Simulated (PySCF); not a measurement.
Species: C7H7N (charge +1 and doublet state).
Cartesian coordinates in Å at the GFN2-xTB level; atoms count from 1:
```xyz
15
C7H7N angstrom
C      4.0992   -1.1362    0.4463
C      2.9498   -0.8526    0.1709
C      1.6785   -0.5403   -0.1274
C      0.5241   -0.2853   -0.4340
C     -0.8345    0.0057   -0.7588
C     -1.8251   -0.9555   -0.1063
C     -1.1021    1.4623   -0.3309
N     -0.9180    2.3988   -1.1006
H      5.0963   -1.3802    0.6835
H     -0.9402   -0.0106   -1.8527
H     -2.8448   -0.6427   -0.3160
H     -1.6807   -1.0116    0.9702
H     -1.6847   -1.9535   -0.5169
H     -1.4599    1.5222    0.7035
H     -1.0623    3.3873   -0.9583
```

The hyperfine couplings belong to this conformer and change with its torsions.

As a line formula: `[H]/N=C/[C@H](C)C#C[C]=[CH+]` [radical] (charge +1).

Computed, not measured: UKS B3LYP, pcH-1 on C H N, non-relativistic, mean-field spin-orbit, GIAO in PySCF. The structure is a single GFN2-xTB conformer in the gas phase; no vibrational or solvent corrections. Couplings are sensitive to structure, and on GFN2-xTB geometries they can be far from those on DFT ones, by a factor of two or more for some ions and for spin on atoms past the first row. No stability test was run, so a lower SCF solution isn't excluded.

Task: What is the g tensor, term by term?

Result: 
```csv
Δg (ppt),1,2,3
relativistic mass correction,-0.18,-0.18,-0.18
gauge correction,0.01,0.02,0.03
orbital Zeeman/spin–orbit,0.17,0.56,16.45
total,0.01,0.40,16.31
```

So g = 2.00233, 2.00272, 2.01863 and g_iso = 2.00789; the tensor is close to axial: the two nearest values differ by 2 % of g3 − g1. Axes: g3 points within 2° of the C3–C4 bond.

Task: How much does each term add to the isotropic shift?

Result: The orbital-Zeeman/spin–orbit term 5.73, the mass correction -0.18 and the gauge correction 0.02 ppt, for a total of 5.57 ppt. The orbital-Zeeman/spin–orbit term is the largest in size. The mass correction is the same along every axis, so the anisotropy comes from the other two: their spans along these axes are 0.02 (gauge) and 16.28 ppt (orbital Zeeman/spin–orbit).

Task: What are the electron Larmor frequencies g μB B/h along the three axes at 3350 mT?

Result: 93.8839, 93.9025, 94.6482 GHz for g1, g2 and g3, a range of 764.3 MHz.

Task: What effective moment and Curie constant follow for a powder?

Result: With the mean of g² = 4.0317 and S(S+1) = 0.75: μ_eff = √(⟨g²⟩S(S+1)) = 1.739 μB and χT = 0.12505·⟨g²⟩·S(S+1) = 0.378 cm³ K/mol (cgs; spin-Hamiltonian part alone).

Task: In a frozen sample, at which fields do the three g values resonate at 9.5, 34, 94 and 263 GHz (hyperfine left aside), and which band first spreads them over more than twice a line width of 0.5 mT?

Result: 
```tsv
band	GHz	B(g3) mT	B(g2) mT	B(g1) mT	spread mT
X	9.5	336.25	338.92	338.98	2.74
Q	34.0	1203.40	1212.96	1213.20	9.80
W	94.0	3327.06	3353.48	3354.14	27.08
J	263.0	9308.68	9382.60	9384.46	75.78
```

The spread grows in proportion to the frequency. X band is the first where it exceeds 1.0 mT.

The Mulliken spin populations are largest on N8 (+0.33), C1 (+0.29), C4 (+0.15) and C3 (+0.14).

The HOMO–LUMO gaps are 5.70 eV among the α and 1.47 eV among the β orbitals.

The SMILES draws the unpaired electron on C2; the largest computed Mulliken spin population is on N8 (0.33 against -0.02).
